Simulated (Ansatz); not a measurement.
Consider the substitution at a C–Ge bond: `[CH3][GeH2][CH3]` + `C[SiH](O)[SiH3]` → `CO[SiH](C)[SiH3]` + `[CH3][GeH3]`.

Gas-phase electronic energies from Ansatz, PBE0-D4/def2-TZVP geometries. CCSD(T)/CBS is the MP2 limit (def2-TZVPP, def2-QZVPP) plus CCSD(T) − MP2 in def2-TZVPP, frozen cores. DFT in def2-TZVPP. B3LYP here is the variant with VWN-RPA as its local correlation; programs differ in this. For Ge outer-core shells are correlated without core-valence functions, which leaves a few kJ/mol of doubt a bond. Scalar relativity is left out up to krypton. One conformer a species, not always the lowest.

Q: Is it downhill or uphill in electronic energy at CCSD(T)/CBS, and by how much? (Estimate.)

A: Computed: Uphill: ΔE = +20.5 kcal/mol.

Q: What do these levels give: B3LYP-D4, PBE, B3LYP, HF/def2-TZVPP, HF/def2-QZVPP, SCS-MP2/def2-QZVPP? (Estimate.)

A: Computed: B3LYP-D4 17.9, PBE 19.1, B3LYP 18.2, HF/def2-TZVPP 16.9, HF/def2-QZVPP 16.6, SCS-MP2/def2-QZVPP 20.4 kcal/mol.

Largest T1 diagnostic among the species: 0.012.

In def2-TZVPP, CCSD(T) changes the Hartree–Fock value by +3.2 kcal/mol (the triples alone add +0.2 kcal/mol) and MP2 by +5.1 kcal/mol.
